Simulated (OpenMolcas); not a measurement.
## Mn4+: effect of the basis set

| Quantity | Value |
| --- | --- |
| Program | OpenMolcas |
| Method | SS-CASPT2, IPEA 0.25 Eh, imaginary shift 0.1 Eh (closed shells correlated: 3s 3p) |
| Active space | 3 electrons in 10 orbitals (3d 4d) |
| State averaging | 2S+1 = 4 even, 10 roots; 2S+1 = 2 even, 40 roots |
| Spin-orbit coupling | state interaction with AMFI integrals over the reference wave functions, term energies averaged over their components |

A. ANO-RCC-VTZP [6s5p3d2f1g], DKH2, point nucleus; CASPT2 step roughly 6 core-minutes
B. ANO-R2 [7s4p4d2f1g], X2C, finite nucleus; CASPT2 step of the order of 6 core-minutes
C. ANO-RCC-VQZP [7s6p4d3f2g1h], DKH2, point nucleus; CASPT2 step about 8 core-minutes

Energies in cm-1 above 3d3 4F 3/2, the measured ground level; measured values from Corliss and Sugar, J. Phys. Chem. Ref. Data 6, 1253 (1977).

```tsv
Level	A	B	C	Measured
3d3 4F 3/2	0.0	0.0	0.0	0.0
3d3 4F 5/2	376	369	365	359
3d3 4F 7/2	886	869	861	835
3d3 4F 9/2	1514	1487	1473	1412
3d3 4P 1/2	16860	16890	17140	16434
3d3 4P 3/2	17020	17040	17290	16595
3d3 4P 5/2	17480	17500	17740	17049
3d3 2G 7/2	18040	18060	18080	17892
3d3 2G 9/2	18580	18590	18610	18399
3d3 2P 3/2 [70 %]	23280	23340	23410	22919
3d3 2P 1/2	23330	23380	23460	23082
3d3 2D 3/2(1) [72 %]	25170	25200	25250	24670
3d3 2D 5/2(1)	25290	25330	25360	24630
3d3 2H 9/2	25340	25450	25460	24975
3d3 2H 11/2	25750	25860	25870	25334
3d3 2F 7/2	41300	41420	41410	40423
3d3 2F 5/2	41520	41640	41630	40707
3d3 2D 5/2(2)	64780	65010	64940	62608
3d3 2D 3/2(2)	65010	65240	65180	62854
```

Deviations, from unrounded energies. A percentage is the sum of absolute deviations over the sum of measured energies, with the sign that they share, or ± where signs differ.

```csv
Against measurement,Levels,A,B,C
mean absolute deviation (cm-1),18,580,640,690
fine structure of the ground term (%),3,+6.5,+4.6,+3.6
other terms of the ground configuration (%),15,+2.3,+2.6,+2.8
```

A lies closest to measurement on these levels and C furthest from it. The largest miss of A in the table is 3d3 2D 5/2(2), by +2200 cm-1. The ranking rests on the paired levels alone, and a cruder setting can come out closer through cancelling errors.

The two smallest mean deviations differ by little beside CASPT2's spread within terms, so their order carries little weight.

Among A to C the level of the table that moves most is 3d3 4P 1/2, by 280 cm-1 (lowest in A, highest in C). Moves below CASPT2's spread within the term are not significant.

CASPT2 does not keep the components of a term degenerate, so their means are used; among the terms shown or strongly mixed into the levels shown the widest spread is 820 cm-1 (3d3 4F, A). Active for correlation alone: 4d; no level in the range computed is led by a configuration that fills it, so any true level of that kind is missing. Measured partners are found by configuration, term and J. A level has none where our copy of the source lacks it or the pairing is in doubt (some pairs that miss far off the trend of their configuration count as doubtful), and it then counts in no deviation. Only configurations of the active space appear.

A share in square brackets marks a mixed level and gives the weight of the term that names it, the lowest over the columns. A number in round brackets counts repeated terms of one configuration in the order of the reference energies.
